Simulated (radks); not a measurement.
Yb4+, configuration [Xe] 4f12. Method: scalar-relativistic Kohn-Sham, PBEsol, spin-polarised, spherical densities, point nucleus; open shells are filled with parallel spins first (spin-orbit coupling, left out, can overturn this in heavy ions); computed with a radial shooting solver on a logarithmic mesh with Libxc functionals.

Normalised radial functions P(r) = r R(r), r in bohr:

```
   r/bohr * 4d down, o 5p up (the largest magnitude, 1.46, reaches the edge; | marks zero, & curves that meet)
 0.002165                             &
 0.002865                             &
 0.003761                             &
 0.004976                             &
 0.006531                             *o
 0.008642                             *o
  0.01134                             *o
  0.01501                             * o
   0.0197                             |* o
  0.02607                             |*  o
  0.03421                             |  *o
  0.04527                             |   o*
  0.05942                             |  o    *
  0.07862                             |o          *
   0.1032                          o  |              *
   0.1365                       o     |               *
   0.1792                       o     |          *
   0.2371                            o*
   0.3113              *              |     o
   0.4118   *                         |         o
   0.5406  *                          |    o
   0.7153         *             o     |
   0.9388             o    *          |
    1.242          o              *   |
     1.63               o            *|
    2.157                      o      *
    2.832                          o  *
    3.747                            o*
```

4d down: eigenvalue -232.92 eV, 1 radial node at r = 0.236 bohr, <r> = 0.557 bohr, 90 % of the charge inside 0.836 bohr. 5p up: eigenvalue -73.959 eV, 3 radial nodes at r = 0.0847, 0.247, 0.618 bohr, <r> = 1.34 bohr, 90 % of the charge inside 1.94 bohr.
